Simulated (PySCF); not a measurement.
## Correlation energy of Au²⁺ (gold, charge +2)

Starting occupation: [Xe] 4f14 5d8 6p1, 5d3/2 with m_j = -1/2, +1/2, +3/2, 5d5/2 with m_j = -3/2, -1/2, +1/2, +3/2, +5/2, 6p3/2 with m_j = +3/2. Computed with PySCF 2.14 in x2c-SVPall-2c with one added diffuse shell each of s, d type (8s9p10d2f, 99 functions), with X2C-1e with screened-nucleus spin-orbit coupling, Gaussian nucleus. Frozen: [Kr] 4d10 4f14; 17 electrons correlated; the 22 highest virtual spinors left out.

MP2 pair energies summed by pair of shells (mhartree):

```csv
pair,energy,share (%)
5d-5d,-109.25,49.9
5d-5p,-62.76,28.6
5p-5p,-21.40,9.8
5d-6p,-11.32,5.2
5d-5s,-6.08,2.8
5p-5s,-4.45,2.0
5p-6p,-2.21,1.0
5s-5s,-1.58,0.7
5s-6p,-0.04,0.0
```

Total MP2 correlation energy: -219.09 mhartree.

The GHF reference relaxed away from the jj start to a determinant that is no pure jj level (⟨S²⟩ = 3.76, ⟨J²⟩ = 35.76); the energies belong to that determinant.

This basis was not built for core-valence correlation, so the inner-shell part is incomplete.
